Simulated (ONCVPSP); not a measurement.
# Pseudopotential generation for As: ONCV, LDA (Perdew-Wang 92), scalar-relativistic.

```json
{"Element": "arsenic", "Generator": "ONCVPSP 4.0.1", "Type": "optimised norm-conserving Vanderbilt (ONCV)", "Functional": "LDA (Perdew-Wang 92)", "Relativity": "scalar-relativistic", "Frozen core": "[Ar]", "Valence charge": "15", "Reference configuration": "3d10 4s1.75 4p3.25", "Partial waves": "4s: rc 1.50 bohr, ncon 4, nbas 8, qcut 4 1/bohr, 3 projectors, debl 2 Ha; 4p: rc 2.05 bohr, ncon 3, nbas 6, qcut 3.6 1/bohr, 2 projectors, debl 2.6 Ha; 3d: rc 0.95 bohr, ncon 4, nbas 9, qcut 15.7 1/bohr, 2 projectors, debl 3.2 Ha", "Local potential": "polynomial inside 0.90 bohr (lpopt 5, dvloc0 4 Ha)", "Core correction": "polynomial model core, fcfact 0.45"}
```

Poles of the logarithmic derivatives, all-electron (AE) and pseudo (PS). s: poles at 3.3 (AE) and 3.3 (PS) Ha. p: poles at 1.2 (AE) and 1.2 (PS) Ha. d: poles at 0.1 (AE) and 0.1 (PS) Ha. Test radii: s 1.52, p 2.09, d 0.96 bohr.

- Cutoffs needed: 106 Ha and 117 Ha (the cutoffs (Ha) at which the residual kinetic energy of the hardest occupied pseudo-wave falls to 1 and 0.1 mHa per electron)
- Ghost test: ghosts flagged at negative energy: s at -965.9 eV; GHOST(+) flagged for s at 116.1 eV, p at 135.2 eV; a true bound ghost makes a file unfit for plane-wave use
- Largest excitation error: -50 meV (all-electron minus pseudo) for 3d10 4s2 4p0, out of 4 test configurations
- rms error of d²Exc/dni dnj: 7.58 mHa without and 2.45 mHa with the model core
